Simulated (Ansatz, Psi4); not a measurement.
Approach curve of the dimer C2H6 ··· Li+ (SMILES CC and [Li+]) (charge +1), singlet. Monomers: optimised at B3LYP-D3(BJ) (def2-TZVP), held rigid. Orientation: lowest of the rigid-body minima from ten starts at GFN2-xTB. Only R, the distance of the centres of mass, is varied, so the lowest point isn't the relaxed dimer.

Methods: PBE/def2-TZVP, counterpoise-corrected (Psi4); PBE-D3(BJ)/def2-TZVP, counterpoise-corrected (Psi4); B3LYP/def2-TZVP, counterpoise-corrected (Psi4); CCSD(T)/aug-cc-pVTZ = CCSD(T) on RHF/aug-cc-pVTZ, frozen orbitals C 1 H 0 Li 0, counterpoise-corrected run with Ansatz (a program for electronic structure).

Interaction energies in kcal/mol; the last columns give the difference from CCSD(T):

```json
[
 {"R / Å": "2.22", "PBE/def2-TZVP": "-14.72", "PBE-D3(BJ)/def2-TZVP": "-15.80", "B3LYP/def2-TZVP": "-14.00", "CCSD(T)/aug-cc-pVTZ": "-14.12", "PBE/def2-TZVP − CCSD(T)/aug-cc-pVTZ": "-0.60", "PBE-D3(BJ)/def2-TZVP − CCSD(T)/aug-cc-pVTZ": "-1.68", "B3LYP/def2-TZVP − CCSD(T)/aug-cc-pVTZ": "0.13"},
 {"R / Å": "2.40", "PBE/def2-TZVP": "-13.42", "PBE-D3(BJ)/def2-TZVP": "-14.46", "B3LYP/def2-TZVP": "-12.73", "CCSD(T)/aug-cc-pVTZ": "-13.10", "PBE/def2-TZVP − CCSD(T)/aug-cc-pVTZ": "-0.33", "PBE-D3(BJ)/def2-TZVP − CCSD(T)/aug-cc-pVTZ": "-1.37", "B3LYP/def2-TZVP − CCSD(T)/aug-cc-pVTZ": "0.36"},
 {"R / Å": "2.55", "PBE/def2-TZVP": "-11.95", "PBE-D3(BJ)/def2-TZVP": "-12.95", "B3LYP/def2-TZVP": "-11.30", "CCSD(T)/aug-cc-pVTZ": "-11.76", "PBE/def2-TZVP − CCSD(T)/aug-cc-pVTZ": "-0.19", "PBE-D3(BJ)/def2-TZVP − CCSD(T)/aug-cc-pVTZ": "-1.19", "B3LYP/def2-TZVP − CCSD(T)/aug-cc-pVTZ": "0.46"},
 {"R / Å": "2.72", "PBE/def2-TZVP": "-10.20", "PBE-D3(BJ)/def2-TZVP": "-11.39", "B3LYP/def2-TZVP": "-9.61", "CCSD(T)/aug-cc-pVTZ": "-10.11", "PBE/def2-TZVP − CCSD(T)/aug-cc-pVTZ": "-0.09", "PBE-D3(BJ)/def2-TZVP − CCSD(T)/aug-cc-pVTZ": "-1.28", "B3LYP/def2-TZVP − CCSD(T)/aug-cc-pVTZ": "0.50"},
 {"R / Å": "3.13", "PBE/def2-TZVP": "-6.58", "PBE-D3(BJ)/def2-TZVP": "-8.71", "B3LYP/def2-TZVP": "-6.15", "CCSD(T)/aug-cc-pVTZ": "-6.58", "PBE/def2-TZVP − CCSD(T)/aug-cc-pVTZ": "-0.01", "PBE-D3(BJ)/def2-TZVP − CCSD(T)/aug-cc-pVTZ": "-2.13", "B3LYP/def2-TZVP − CCSD(T)/aug-cc-pVTZ": "0.43"},
 {"R / Å": "3.32", "PBE/def2-TZVP": "-5.31", "PBE-D3(BJ)/def2-TZVP": "-7.27", "B3LYP/def2-TZVP": "-4.95", "CCSD(T)/aug-cc-pVTZ": "-5.32", "PBE/def2-TZVP − CCSD(T)/aug-cc-pVTZ": "0.00", "PBE-D3(BJ)/def2-TZVP − CCSD(T)/aug-cc-pVTZ": "-1.96", "B3LYP/def2-TZVP − CCSD(T)/aug-cc-pVTZ": "0.37"},
 {"R / Å": "3.98", "PBE/def2-TZVP": "-2.55", "PBE-D3(BJ)/def2-TZVP": "-3.78", "B3LYP/def2-TZVP": "-2.38", "CCSD(T)/aug-cc-pVTZ": "-2.58", "PBE/def2-TZVP − CCSD(T)/aug-cc-pVTZ": "0.03", "PBE-D3(BJ)/def2-TZVP − CCSD(T)/aug-cc-pVTZ": "-1.20", "B3LYP/def2-TZVP − CCSD(T)/aug-cc-pVTZ": "0.20"},
 {"R / Å": "4.56", "PBE/def2-TZVP": "-1.41", "PBE-D3(BJ)/def2-TZVP": "-2.10", "B3LYP/def2-TZVP": "-1.33", "CCSD(T)/aug-cc-pVTZ": "-1.45", "PBE/def2-TZVP − CCSD(T)/aug-cc-pVTZ": "0.04", "PBE-D3(BJ)/def2-TZVP − CCSD(T)/aug-cc-pVTZ": "-0.66", "B3LYP/def2-TZVP − CCSD(T)/aug-cc-pVTZ": "0.12"},
 {"R / Å": "5.56", "PBE/def2-TZVP": "-0.59", "PBE-D3(BJ)/def2-TZVP": "-0.82", "B3LYP/def2-TZVP": "-0.56", "CCSD(T)/aug-cc-pVTZ": "-0.62", "PBE/def2-TZVP − CCSD(T)/aug-cc-pVTZ": "0.03", "PBE-D3(BJ)/def2-TZVP − CCSD(T)/aug-cc-pVTZ": "-0.21", "B3LYP/def2-TZVP − CCSD(T)/aug-cc-pVTZ": "0.05"},
 {"R / Å": "6.95", "PBE/def2-TZVP": "-0.22", "PBE-D3(BJ)/def2-TZVP": "-0.28", "B3LYP/def2-TZVP": "-0.21", "CCSD(T)/aug-cc-pVTZ": "-0.23", "PBE/def2-TZVP − CCSD(T)/aug-cc-pVTZ": "0.01", "PBE-D3(BJ)/def2-TZVP − CCSD(T)/aug-cc-pVTZ": "-0.05", "B3LYP/def2-TZVP − CCSD(T)/aug-cc-pVTZ": "0.02"}
]
```

PBE/def2-TZVP is furthest from CCSD(T)/aug-cc-pVTZ at 2.22 (-0.60 kcal/mol, below); its mean absolute difference over the points is 0.13 kcal/mol.

PBE-D3(BJ)/def2-TZVP is furthest from CCSD(T)/aug-cc-pVTZ at 3.13 (-2.13 kcal/mol, below); its mean absolute difference over the points is 1.17 kcal/mol.

B3LYP/def2-TZVP is furthest from CCSD(T)/aug-cc-pVTZ at 2.72 (0.50 kcal/mol, above); its mean absolute difference over the points is 0.26 kcal/mol.
